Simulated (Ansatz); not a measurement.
Reaction (ligand exchange at a Ga–O bond): `[OH][Ga]([Cl])[O][SiH3]` + H₂S → `[OH][Ga]([SH])[Cl]` + silanol

Calculated with Ansatz (gas phase, PBE0-D4/def2-TZVP geometries, no zero-point term in ΔE). CCSD(T)/CBS adds triple-zeta CCSD(T) − MP2 to the extrapolated MP2 energy (def2 sets, frozen cores). This one scheme is used for every species. DFT in def2-TZVPP. For Ga outer-core shells are correlated without core-valence functions, which leaves a few kJ/mol of doubt a bond. Scalar relativity is left out up to krypton. One conformer a species, not always the lowest.

```
                  species  PBE0 energy (Eh)
`[OH][Ga]([Cl])[O][SiH3]`       -2826.95862
                      H₂S        -399.26243
     `[OH][Ga]([SH])[Cl]`       -2859.24412
                `O[SiH3]`        -366.98944
```

(1) Work out ΔE.

Largest T1 diagnostic among the species: 0.013.

Results:

(1) ΔE = (-2859.24412) + (-366.98944) − (-2826.95862) − (-399.26243) = -0.01251 Eh = -32.8 kJ/mol. CCSD(T)/CBS gives -22.0 kJ/mol.
